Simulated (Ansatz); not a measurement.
The same ligand exchange along the group B, Al, Ga, In.

Calculated with Ansatz (gas phase, PBE0-D4/def2-TZVP geometries, no zero-point term in ΔE). CCSD(T)/CBS adds triple-zeta CCSD(T) − MP2 to the extrapolated MP2 energy (def2 sets, frozen cores). This one scheme is used for every species. Functionals use def2-TZVPP. Elements past krypton have def2 core potentials. For Br, Ga, In outer-core shells are correlated without core-valence functions, which leaves a few kJ/mol of doubt a bond. Scalar relativity is left out up to krypton. Each species was taken in one conformer, which may not be the lowest.

| reaction | CCSD(T)/CBS(def2) (eV) |
| --- | --- |
| `NB(Br)Br` + HCl → `ClB(Br)Br` + NH₃ | 0.54 |
| `[NH2][Al]([Br])[Br]` + HCl → `[Cl][Al]([Br])[Br]` + NH₃ | -0.62 |
| `[NH2][Ga]([Br])[Br]` + HCl → `[Cl][Ga]([Br])[Br]` + NH₃ | ? |
| `[NH2][In]([Br])[Br]` + HCl → `[Cl][In]([Br])[Br]` + NH₃ | -0.97 |

**Question.** Fill in the missing values. (Best estimate.)

**Answer.** Computed: `[NH2][Ga]([Br])[Br]` + HCl → `[Cl][Ga]([Br])[Br]` + NH₃: -0.64 eV.

Largest T1 diagnostic: 0.011, for `[NH2][In]([Br])[Br]`.
